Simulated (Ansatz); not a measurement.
## Computed against measured: atomisation enthalpy at 298 K

6 molecules with halogens; the atomisation enthalpy at 298 K in kJ/mol, computed less measured. Shapes, held fixed at every level: PBE0-D4/def2-TZVP. Flexible molecules stand in one conformer, not always the lowest. Thermal terms are harmonic and unscaled (PBE/def2-SVP, PBE0-D4/def2-TZVP); the spin-orbit lowering of the free atoms is taken from their spectra. Programs: Ansatz 0.2.0. Measured values: Active Thermochemical Tables, CRC Handbook of Chemistry and Physics, NIST-JANAF tables.

Levels: A = PBE-D4/def2-TZVPP; B = B3LYP-D4/def2-TZVPP; C = wB97X-V/def2-TZVPP.

```tsv
molecule	from tabulated heats	A	B	C
BBr2F (dibromofluoroborane)	1388	+55	-24	-11
InBr3 (indium tribromide)	861	-28	-80	-32
CBr2ClF (dibromochlorofluoromethane)	1329	+100	-41	-11
CBr3Cl (tribromochloromethane)	1121	+84	-51	-24
SiH2F2 (SMILES F[SiH2]F)	1836	-36	-41	-23
C3H7I (1-iodopropane)	3813	+71	-1	-2
```

Problem. Which level does best on this set, which worst, and which err to one side?

Solution. 
```csv
level,kind,mean error,mean absolute error,worst case
PBE-D4/def2-TZVPP,GGA,+41.0,62.3,CBr2ClF
B3LYP-D4/def2-TZVPP,global hybrid,-39.7,39.7,InBr3
wB97X-V/def2-TZVPP,range-separated hybrid,-17.2,17.2,InBr3
```

On this set wB97X-V/def2-TZVPP has the smallest mean absolute error and PBE-D4/def2-TZVPP the largest. PBE-D4/def2-TZVPP is too high in 4 of 6; B3LYP-D4/def2-TZVPP is too low in 6 of 6; wB97X-V/def2-TZVPP is too low in 6 of 6. The heats of InBr3, C3H7I come from older tables and can be uncertain by 10 kJ/mol or more. The molecules' own spin-orbit binding is left out, so errors for heavy halides read too negative. Heats of the atoms come from ATcT where it has them, that of boron, 570 kJ/mol, from recent work. With so many references in doubt the order of the levels isn't settled. The tabulated values of BBr2F, SiH2F2 are in doubt (older tables, estimates, or at odds with other calculations) and kept here. Over the 4 molecules whose values aren't doubted the mean absolute errors are A 70.8; B 43.2; C 17.2. For atoms past krypton def2 sets carry core potentials with scalar relativity. Relativity is left out for Br. The set is small.
